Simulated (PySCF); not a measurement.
Electron correlation in Xe³⁺ (xenon, charge +3)

[Kr] 4d10 5s2 5p3, high-spin 4S determinant. Calculation: PySCF 2.14, in ANO-RCC-VTZP (7s6p4d2f1g, 68 functions); the spin-free X2C one-electron Hamiltonian (Gaussian nucleus). Frozen: [Kr] 4d10; 5 electrons correlated.

| level | correlation energy (mhartree) |
| --- | --- |
| CCSD | -80.29 |
| (T) | -2.03 |
| CCSD(T) | -82.32 |

Diagnostics: T1 = 0.00100, D1 = 0.0027, largest double amplitude 0.054.

Question: Is a single reference adequate?

Answer: Yes, within this model without spin-orbit coupling: T1 lies below 0.03 and no double amplitude reaches 0.07.
